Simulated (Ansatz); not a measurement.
Total energies of `C1CCCSCC1`.

Z-matrix (Å, degrees):
```
C
C 1 1.530
C 1 1.526 2 114.4
H 1 1.094 2 108.6 3 -119.7
H 1 1.097 2 110.5 3 125.0
C 2 1.525 1 116.2 3 -92.0
H 2 1.094 1 109.4 3 146.0
H 2 1.094 1 108.3 3 30.9
C 3 1.518 1 116.4 2 71.4
H 3 1.095 1 108.6 2 -51.8
H 3 1.097 1 108.9 2 -167.3
C 6 1.524 2 115.9 1 44.2
H 6 1.097 2 109.6 1 -77.4
H 6 1.094 2 108.3 1 167.3
S 9 1.807 3 116.6 1 -59.5
H 9 1.093 3 109.9 1 -178.6
H 9 1.095 3 110.7 1 63.6
H 12 1.092 6 110.1 2 162.0
H 12 1.094 6 111.1 2 -80.4
```

The species carries charge 0 and has multiplicity 1. The structure was optimised at the PBE0-D4/def2-TZVP level. Basis def2-TZVPP, the Gaussian-basis code of Ansatz.

RPA on PBE orbitals: Hartree–Fock energy of these orbitals -631.74977 Eh, correlation -2.02959 Eh (frozen core).

```json
{"functional": "LDA (SPW92)", "energy without D4 (Eh)": "-630.56126", "D4 term (kJ/mol)": "–"}
{"functional": "revPBE", "energy without D4 (Eh)": "-634.00325", "D4 term (kJ/mol)": "-160.1"}
{"functional": "BLYP", "energy without D4 (Eh)": "-634.00284", "D4 term (kJ/mol)": "-110.3"}
{"functional": "B97M-V", "energy without D4 (Eh)": "-634.06703", "D4 term (kJ/mol)": "–"}
{"functional": "PBE0", "energy without D4 (Eh)": "-633.72943", "D4 term (kJ/mol)": "-42.6"}
{"functional": "B3LYP", "energy without D4 (Eh)": "-634.18034", "D4 term (kJ/mol)": "-79.9"}
{"functional": "r2SCANh", "energy without D4 (Eh)": "-633.97334", "D4 term (kJ/mol)": "-13.9"}
{"functional": "r2SCAN0", "energy without D4 (Eh)": "-633.96218", "D4 term (kJ/mol)": "-15.3"}
{"functional": "BHLYP", "energy without D4 (Eh)": "-633.99935", "D4 term (kJ/mol)": "-57.3"}
{"functional": "CAM-B3LYP", "energy without D4 (Eh)": "-634.02490", "D4 term (kJ/mol)": "-42.9"}
{"functional": "LC-ωPBE", "energy without D4 (Eh)": "-633.90125", "D4 term (kJ/mol)": "–"}
{"functional": "ωB97M-V", "energy without D4 (Eh)": "-634.00673", "D4 term (kJ/mol)": "–"}
{"functional": "B2PLYP", "energy without D4 (Eh)": "-633.79992", "D4 term (kJ/mol)": "–"}
{"functional": "PBE-QIDH", "energy without D4 (Eh)": "-633.61622", "D4 term (kJ/mol)": "–"}
```

Problem. Give the same for PBE, r2SCAN, HSE06 (plane-wave form), ωB97X-V. (Best estimate.)

Solution. Ansatz gave: 
```json
{"functional": "PBE", "energy without D4 (Eh)": "-633.65046", "D4 term (kJ/mol)": "-50.3"}
{"functional": "r2SCAN", "energy without D4 (Eh)": "-633.98174", "D4 term (kJ/mol)": "-13.2"}
{"functional": "HSE06 (plane-wave form)", "energy without D4 (Eh)": "-633.70703", "D4 term (kJ/mol)": "-39.5"}
{"functional": "ωB97X-V", "energy without D4 (Eh)": "-634.03961", "D4 term (kJ/mol)": "–"}
```

B3LYP takes the VWN-RPA correlation (the form of Gaussian; ORCA's B3LYP/G). HSE06 is the plane-wave form, built on full-range PBE exchange. The double hybrids freeze the cores in their second-order part.

LC-ωPBE has ω = 0.4 bohr⁻¹.
